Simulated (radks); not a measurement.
Problem. Neutral rhenium, [Xe] 4f14 5d5 6s2. Calculated with a radial shooting solver on a logarithmic mesh with Libxc functionals: non-relativistic Kohn-Sham, PBE, spin-polarised, spherical densities, point nucleus. Every spin shell is full or empty, so the densities are truly spherical. Functionals are evaluated on that one density, not self-consistently. Rank these orbital-free kinetic functionals by their error against the exact value of the orbitals, and give that value: Thomas-Fermi, von Weizsacker, LC94, Thakkar, Pearson, LKT, PG1, Ernzerhof.

Solution. Exact: 15784.2 hartree. From best to worst, with 100 (|E| - |E exact|)/|E exact| (equal figures are ties): LC94 -0.01, Ernzerhof -0.51, Thakkar -0.79, Pearson -0.89, Thomas-Fermi -4.75, PG1 +12.70, LKT +16.29, von Weizsacker -63.79.
